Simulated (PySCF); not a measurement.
Coordinates in bohr (charge 0 multiplicity 2):
```
Sn    0.2337    0.1707    0.3053
O    -1.6468   -1.2025   -2.4597
H    -1.6429   -1.1997    2.7319
```

Computed with PySCF, UPBE0, basis Sn def2-TZVP with ECP28, O def2-TZVP, H def2-TZVP (scalar-relativistic core potentials, no spin–orbit coupling, density fitting).

This geometry of HSnO is a stationary point at this level.

(1) What is the point group?

(2) Is it a minimum?

(3) Which band is strongest in the infrared?

(4) Give the ideal-gas entropy at 298.15 K and 1 bar by parts.

(5) What is the atomisation energy, with and without zero-point energy?

Answers

(1) Cs.

(2) Yes: all harmonic wavenumbers are real.

(3) 1657 cm⁻¹ (a'), 221 km/mol.

(4) translation 170.2, rotation 86.3, vibration 8.6, spin 5.8; total 270.9 J/(mol K).

(5) 611 kJ/mol without, 595 kJ/mol with.

Other isomers or separated fragments may lie lower. With an element this heavy the missing spin–orbit coupling can shift these numbers.
